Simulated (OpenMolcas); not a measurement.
Tc4+ with 4 ligands (bromide) in tetrahedral coordination (Td) at 2.42 Å. Ligand basis ANO-RCC-VDZP.
```
Tc    0.0000    0.0000    0.0000
Br    1.3972    1.3972    1.3972
Br    1.3972   -1.3972   -1.3972
Br   -1.3972    1.3972   -1.3972
Br   -1.3972   -1.3972    1.3972
```

- Program: OpenMolcas 26.06
- Method: CASSCF
- Basis: ANO-RCC-VDZP [6s5p3d1f]
- Scalar Hamiltonian: DKH2, point nucleus
- Active space: 3 electrons in 5 orbitals (4d)
- State averaging: 2S+1 = 4 even, 10 roots; 2S+1 = 2 even, 40 roots
- Spin-orbit coupling: state interaction with AMFI integrals over the reference wave functions

(1) What is the spin-free ground state (labels of Td)?

(2) Where is the first state of the same spin?

(3) What are the lowest two levels with spin-orbit coupling?

(4) What is χT at 300 K, and how does it compare with the textbook value?

## Answers

(1) 4T1, 3-fold in its orbital part; it has the highest spin that d3 allows.

(2) 4T2 at 9880 cm-1 above the ground state.

(3) A 4-fold level Γ8, then a 2-fold level 254.4 cm-1 above it. Their leading multiplicities are 4 (94 %) and 4 (100 %).

(4) The lowest level has 2S+1 = 4, for which the spin-only value is χT = S(S+1) / 2 = 1.875 cm3 K/mol (g = 2). The computed 1.362 at 300 K differs by -0.513, through orbital momentum, spin-orbit coupling and any other state in reach. With a threefold ground state the orbital momentum is unquenched, so the spin-only value is not expected to hold.

An orbital triplet at a regular site is open to Jahn-Teller coupling, which can distort the site and quench the lowest spin-orbit gaps and is left out. Without dynamic correlation the repulsion within the d shell is too large (B by tens of per cent), so at a given field states of lower spin stand too high. This shell can be high or low spin here, a state of another spin lies low, and with metal d orbitals alone active their balance is uncertain, so the ground spin may be wrong. The least metal-like active orbital is 67 % on the metal (Löwdin) and no ligand orbital is active, so the numbers are rough, and ground spin, moment and any spin crossover can be artefacts of this space; highly charged d ions in such sites are as a rule low spin. With metal d orbitals alone the field can be off either way by tens of per cent. Ligand-to-metal charge-transfer states are missing. With no ligand orbital active B as a rule stays too high, so bands that hang on it stand too high and its fall with covalency is understated. No measured value stands beside these numbers; the geometry was imposed, not optimised, and the real ion may take another.
